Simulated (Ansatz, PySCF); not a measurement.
Spin states of CoHO (SMILES [OH][Co]), each relaxed with B3LYP-D3(BJ)/def2-TZVP.
State 1 (charge 0, multiplicity 3):
```xyz
3

Co    -0.892    -0.650    -0.783
O      0.425    -0.129     0.287
H      0.434     0.827     0.425
```
State 2 (charge 0, multiplicity 5):
```xyz
3

Co    -0.9214    -0.7152    -0.8135
O      0.3857    -0.0845     0.2636
H      0.5025     0.8471     0.4796
```

Singlets are restricted, other states unrestricted; no spin–orbit coupling, no relativity up to Kr; see below for the cores. The largest T1 diagnostic is 0.045.

Programs: Ansatz (Gaussian basis) for Hartree–Fock, density functionals and correlated methods; PySCF for the dispersion terms. Each number belongs to the level named beside it.

### Question
Predict the energy of the multiplicity-5 state less that of the multiplicity-3 state from r2SCAN-D3(BJ)/def2-TZVPP.

### Answer
0.33 eV

### Question
Estimate the energy of the multiplicity-5 state less that of the multiplicity-3 state that CAM-B3LYP/def2-TZVPP returns for this input.

### Answer
0.41 eV

### Question
What energy of the multiplicity-5 state less that of the multiplicity-3 state does SVWN5/def2-TZVPP give?

### Answer
0.79 eV

Doubts at one or more of the structures used: a spin-contaminated determinant (r2SCAN-D3(BJ)/def2-TZVPP, CAM-B3LYP/def2-TZVPP).

Ansatz is a quantum-chemistry and plane-wave program.
